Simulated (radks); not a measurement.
Excited configurations of neutral tin: one electron is placed in a higher orbital outside [Kr] 4d10 5s2 5p1. The ground configuration is [Kr] 4d10 5s2 5p2. Method: Dirac Kohn-Sham, LDA (Slater exchange, Perdew-Wang correlation), spin-unpolarised, spherical densities, finite nucleus; open shells are shared between the two j in proportion to 2j + 1; Fermi nuclear charge, rms radius 4.6519 fm; computed with a radial shooting solver on a logarithmic mesh with Libxc functionals. Excitation = E - E(ground); binding = E(ion) - E, where the ion is the core of charge +1; n* = 1/sqrt(2 binding) in atomic units, and the quantum defect is n - n*. Eigenvalue and <r> are those of j = l + 1/2.

outer orbital	excitation (eV)	binding (eV)	n*	quantum defect	eigenvalue (eV)	<r> (bohr)
4f	6.189	0.917	3.851	0.149	-0.437	17.28
5f	6.469	0.637	4.623	0.377	-0.370	29.17
6s	3.987	3.119	2.089	3.911	-1.779	7.004
6p	4.993	2.113	2.537	3.463	-1.146	9.421
6f	6.644	0.462	5.428	0.572	-0.290	43.67
7s	5.580	1.526	2.986	4.014	-0.935	14.41

The Delta-SCF ionisation energy is 7.106 eV (NIST Atomic Spectra Database: 7.344 eV, measured). Self-interaction in the functional shifts the binding energies and quantum defects, so they are the method's values and not measured ones. Spin polarisation and multiplet splitting are left out, so open shells lie too high by an amount that depends on their filling. Sharing an open shell by 2j + 1 raises it above the true ground level by a part of the spin-orbit splitting, which enters the differences from NIST.

Beside tabulated values, note that spin-unpolarised runs miss the spin-polarisation part of the exchange energy of open shells.
